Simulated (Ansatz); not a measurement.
C3HF, SMILES `C#C[C]F` (triplet; the order of the spin states depends on the level) (charge 0, multiplicity 3). This triplet lies 0.27 eV above the relaxed singlet at the level B3LYP/cc-pVTZ // PBE0-D3(BJ)/def2-TZVP (Ansatz, a program for electronic structure); other levels give the other order.

Cartesian coordinates (Å):
```xyz
5

C      0.7592    -0.4467     0.8590
C      0.0616    -0.0477    -0.0774
C     -0.5599     0.2780    -1.2016
F     -1.6097     0.9960    -1.4708
H      1.3488    -0.7796     1.6802
```
Charge 0, spin multiplicity 3.

Frozen-core energies in 6-31g from Ansatz at a geometry from PBE0-D3(BJ)/def2-TZVP; the HF reference has <S^2> = 2.40 and the T1 diagnostic is 0.040.

```json
[
 {"level": "HF", "energy (Ha)": "-213.39756"},
 {"level": "MP2", "energy (Ha)": "-213.70575"},
 {"level": "CCSD", "energy (Ha)": "-213.74745"}
]
```

### Question
Estimate the energies of CCSD(T), CCSDT and CCSDT(Q), and give each level's difference from CCSDT(Q).

### Answer

```csv
level,energy (Ha),difference from CCSDT(Q) (mHa)
MP2,-213.70575,54.44
CCSD,-213.74745,12.75
CCSD(T),-213.75740,2.79
CCSDT,-213.75893,1.27
CCSDT(Q),-213.76020,0.00
```
